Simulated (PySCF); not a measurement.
Mg(NH2)(SiH3) (H₅MgNSi), SMILES [SiH3][Mg][NH2].

Geometry: ωB97X-D3(BJ)/def2-TZVP. The values are those of a single conformer.

Method: TDA-LC-ωPBE/def2-SVPD run with PySCF 2.14.0.

Vertical excitations. Isolated molecule, no solvent.

```csv
state,energy (eV),λ (nm),f,main pairs
S1,5.12,242,0.056,HOMO→LUMO+1 88 %
S2,5.41,229,0.000,HOMO→LUMO 81 %
S3,5.76,215,0.150,"HOMO−1→LUMO 79 %, HOMO−1→LUMO+4 18 %"
S4,6.01,206,0.197,"HOMO−1→LUMO+2 72 %, HOMO−1→LUMO+5 21 %"
S5,6.11,203,0.115,"HOMO−1→LUMO+1 49 %, HOMO→LUMO+2 36 %"
S6,6.38,194,0.501,"HOMO→LUMO+2 47 %, HOMO−1→LUMO+1 35 %"
S7,6.83,182,0.001,"HOMO→LUMO+3 74 %, HOMO→LUMO+7 15 %"
S8,7.61,163,0.000,"HOMO→LUMO+4 67 %, HOMO→LUMO+14 15 %, HOMO→LUMO 11 %"
S9,7.69,161,0.000,"HOMO−1→LUMO+8 66 %, HOMO−1→LUMO+4 21 %"
S10,7.77,160,0.109,"HOMO−1→LUMO+3 57 %, HOMO−1→LUMO+7 20 %"
T1,4.51,275,0,"HOMO−1→LUMO 62 %, HOMO−1→LUMO+4 32 %"
T2,4.67,266,0,HOMO→LUMO+1 73 %
T3,4.69,265,0,"HOMO−1→LUMO+2 50 %, HOMO−1→LUMO+5 32 %, HOMO→LUMO+1 12 %"
T4,5.10,243,0,HOMO−1→LUMO+1 75 %
```
Triplets are in the Tamm–Dancoff approximation.
